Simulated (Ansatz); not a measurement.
A nudged elastic band was laid between two geometries of B$_{2}$ClFH$_{5}$NSn (11 atoms, charge 0, multiplicity 1).

All numbers below come from RKS B3LYP-D4/def2-SVP (Ansatz 0.2.0).

* movable images: 7
* climbing image: yes
* spring: 5.0 eV/Å²
* optimiser: quadratic models (default)
* start path: through a guess of the saddle point
* force threshold: 0.05 eV/Å
* iteration limit: 38
* end points: relaxed

Initial state:

```xyz
11
Properties=species:S:1:pos:R:3
F -1.465 -0.583 1.123
B -1.081 0.654 1.387
Cl -1.932 1.546 2.653
N -0.007 1.258 0.669
B 0.788 0.716 -0.375
Sn 0.521 -1.385 -1.205
H 0.208 2.212 0.955
H 1.647 1.433 -0.830
H 1.666 -1.674 -2.464
H 0.764 -2.601 -0.009
H -1.044 -1.632 -1.883
```

Final state:

```xyz
11
Properties=species:S:1:pos:R:3
F -0.754 -0.778 1.608
B -0.662 0.540 1.673
Cl -1.214 1.347 3.143
N -0.130 1.292 0.584
B 0.364 0.832 -0.664
Sn 0.432 -1.360 -1.267
H -0.108 2.299 0.738
H 0.766 1.674 -1.431
H 1.405 -2.306 -0.207
H -1.134 -2.077 -1.308
H 1.102 -1.520 -2.850
```

(1) What changes between the two ends?

(2) What energy profile does the band end with?

(3) What is the geometry of the highest image?

(4) What are the harmonic wavenumbers there?

Answers

(1) No bond is made or broken. The dihedral N4–B5–Sn6–H10 goes from -61 to 61°. The two ends are copies of one structure, up to a mirror image or an exchange of like atoms.

(2) The run converged. The highest image is number 4 of 0 to 8, 0.047 eV above the ends, which have the same energy within 2 meV. A vibrational analysis at the climbing image gives one clearly imaginary mode, 74i cm⁻¹: a first-order saddle point.

| image | path coordinate (Å) | energy (eV) | dihedral N4–B5–Sn6–H10 (°) |
| --- | --- | --- | --- |
| 0 | 0.00 | 0.000 | -61 |
| 1 | 0.64 | 0.009 | -45 |
| 2 | 1.28 | 0.027 | -29 |
| 3 | 1.92 | 0.042 | -14 |
| 4 | 2.56 | 0.047 | 2 |
| 5 | 3.16 | 0.040 | 17 |
| 6 | 3.76 | 0.025 | 31 |
| 7 | 4.36 | 0.008 | 46 |
| 8 | 4.96 | 0.000 | 61 |

(3) 
```xyz
11
Properties=species:S:1:pos:R:3
F -0.920 -0.698 1.715
B -0.801 0.616 1.686
Cl -1.442 1.546 3.045
N -0.167 1.284 0.595
B 0.396 0.758 -0.595
Sn 0.506 -1.416 -1.246
H -0.125 2.297 0.701
H 0.875 1.560 -1.363
H 2.167 -1.833 -1.466
H -0.199 -2.621 -0.246
H -0.225 -1.549 -2.805
```

(4) 74i, 43, 89, 190, 196, 333, 374, 394, 454, 544, 597, 681, 692, 727, 739, 741, 901, 1038, 1107, 1277, 1417, 1459, 1872, 1873, 1908, 2592, 3555 cm⁻¹.

Run time: 7.8 min on 2 threads of Arm Neoverse V2 (shared host), peak memory 0.34 GiB.
